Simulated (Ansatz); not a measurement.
**MP2, SCS-MP2 and SOS-MP2 from spin components**

System: CH4AlF2N (SMILES C[NH][Al]([F])[F]), singlet, geometry from GFN2-xTB (such geometries of metal compounds can be far from the true shape). Level: MP2/def2-SV(P) (Ansatz, a quantum-chemistry and plane-wave program). Sums are taken with unrounded values, so a last digit can differ.

Input for Ansatz:
Ansatz 0.2 input:
```yaml
crystal:
  periodic: [false, false, false]
  atoms:
    - {symbol: Al, position_ang: [0.21365704, 0.38779244, 0.31759625]}
    - {symbol: F, position_ang: [1.60612922, 0.96547374, 0.97191782]}
    - {symbol: F, position_ang: [-1.18379662, 1.18332346, 0.65944486]}
    - {symbol: N, position_ang: [0.22107563, -1.04534508, -0.72167103]}
    - {symbol: C, position_ang: [-0.92225956, -1.67384830, -1.37086379]}
    - {symbol: H, position_ang: [1.08665733, -1.52633535, -0.92487280]}
    - {symbol: H, position_ang: [-1.04908301, -2.70628264, -1.03382730]}
    - {symbol: H, position_ang: [-0.80876905, -1.67198902, -2.45839076]}
    - {symbol: H, position_ang: [-1.82131223, -1.11536418, -1.11704453]}
basis:
  gaussian:
    orbitals: def2-SV_P_.json
magnetization: {spin_polarized: false}
correlation: {method: mp2}
```
The basis file holds def2-SV(P) in the JSON format of the Basis Set Exchange.

It gave an SCF energy of -535.303874 Eh, a same-spin correlation energy of -0.187843 Eh and an opposite-spin one of -0.526475 Eh.

Task: Work out the MP2, SCS-MP2 (6/5 and 1/3) and SOS-MP2 (1.3 and 0) correlation and total energies.

Result: MP2: -0.526475 + (-0.187843) = -0.714318 Eh, total -536.018192 Eh, as the program printed. SCS-MP2: 1.2 × (-0.526475) + (-0.187843)/3 = -0.694384 Eh, total -535.998258 Eh. SOS-MP2: 1.3 × (-0.526475) = -0.684417 Eh, total -535.988291 Eh. Opposite spins carry 74 % of the MP2 correlation; same-spin pairs are already kept apart by exchange.
